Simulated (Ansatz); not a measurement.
Reactions of H5NO2SiTe, SMILES `N[Si](O)(O)[TeH]`.

Gas-phase electronic energies from Ansatz, PBE0-D4/def2-TZVP geometries. CBS: MP2 limit from def2 TZ/QZ plus the TZ coupled-cluster correction, frozen cores. This one scheme is used for every species. DFT in def2-TZVPP. Elements past krypton have def2 core potentials. For Ge, Te outer-core shells are correlated without core-valence functions, which leaves a few kJ/mol of doubt a bond. Scalar relativity is left out up to krypton. One conformer a species, not always the lowest.

```json
{"reaction": "`N[Si](O)(O)[TeH]` + `N[SiH2][O][GeH3]` → `[GeH3][TeH]` + `N[SiH2]O[Si](N)(O)O`", "B2PLYP (kJ/mol)": "-106", "ωB97M-V (kJ/mol)": "-110", "ωB97X-V (kJ/mol)": "-105", "CCSD(T)/CBS(def2) (kJ/mol)": "-107"}
{"reaction": "`N[Si](O)(O)[TeH]` + CH₃OH → `CO[Si](N)(O)O` + H₂Te", "B2PLYP (kJ/mol)": "-61", "ωB97M-V (kJ/mol)": "-60", "ωB97X-V (kJ/mol)": "-59", "CCSD(T)/CBS(def2) (kJ/mol)": "-54"}
{"reaction": "`N[Si](O)(O)[TeH]` + `NC[SiH](N)O` → `NC[TeH]` + `N[SiH](O)[Si](N)(O)O`", "B2PLYP (kJ/mol)": "110", "ωB97M-V (kJ/mol)": "119", "ωB97X-V (kJ/mol)": "112", "CCSD(T)/CBS(def2) (kJ/mol)": "113"}
{"reaction": "`N[Si](O)(O)[TeH]` + `N[SiH3]` → `N[SiH2][TeH]` + `N[SiH](O)O`", "B2PLYP (kJ/mol)": "-4", "ωB97M-V (kJ/mol)": "-1", "ωB97X-V (kJ/mol)": "-1", "CCSD(T)/CBS(def2) (kJ/mol)": "-3"}
{"reaction": "`N[Si](O)(O)[TeH]` + `CBN` → `CB(N)[TeH]` + `N[SiH](O)O`", "B2PLYP (kJ/mol)": "17", "ωB97M-V (kJ/mol)": "20", "ωB97X-V (kJ/mol)": "19", "CCSD(T)/CBS(def2) (kJ/mol)": "15"}
```

Largest T1 diagnostic: 0.012, for `N[SiH](O)[Si](N)(O)O`.
